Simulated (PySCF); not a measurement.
H6PSi2, doublet, at a GFN2-xTB geometry. Base run: PBE0/6-31+G* run with PySCF.

Here is a job for PySCF.
```python
from pyscf import gto, scf, dft, solvent

mol = gto.Mole()
mol.atom = '''
    Si    1.715417   -0.013107    0.404503
    P    -0.010346   -0.326102   -0.964475
    Si   -1.707361    0.267032    0.346502
    H     2.914521   -0.384097   -0.342563
    H     1.801809    1.387874    0.824024
    H     1.594028   -0.849224    1.601304
    H    -1.776538   -0.591395    1.531629
    H    -2.923014    0.116402   -0.449166
    H    -1.568398    1.657024    0.787832
'''
mol.basis = '6-31+g*'
mol.charge = 0
mol.spin = 1
mol.verbose = 3
mol.build()

mf = dft.UKS(mol)
mf.xc = 'pbe0'
mf.kernel()
```

The base run was repeated with changes; each row names its change, and settings that it needs were set with it.

```csv
change,ΔE vs base (kJ/mol),dipole (D)
base,0.00,1.05
model = IEF-PCM; solvent = 2-propanol,-4.15,1.48
model = IEF-PCM; solvent = acetonitrile,-4.34,1.50
model = IEF-PCM; solvent = acetonitrile; lebedev_order = 41,-4.34,1.50
model = IEF-PCM; solvent = acetonitrile; lebedev_order = 11,-4.52,1.50
model = COSMO; solvent = acetonitrile,-4.34,1.50
model = ddCOSMO; solvent = acetonitrile,-5.68,1.48
model = C-PCM; solvent = acetonitrile,-4.42,1.51
model = IEF-PCM; solvent = acetonitrile; vdw_scale = 1.1,-6.31,1.56
model = IEF-PCM; solvent = dimethylsulfoxide,-4.39,1.51
model = IEF-PCM; solvent = chloroform,-3.06,1.35
model = IEF-PCM; solvent = acetonitrile; r_probe = 0.5,-2.02,1.34
```

The base is the gas phase, so ΔE is the electrostatic part of solvation at a fixed geometry, without cavity and dispersion terms.

Open shells are given as the SCF converged; they aren't shown to be the lowest states, and a large step between rows can be another state.
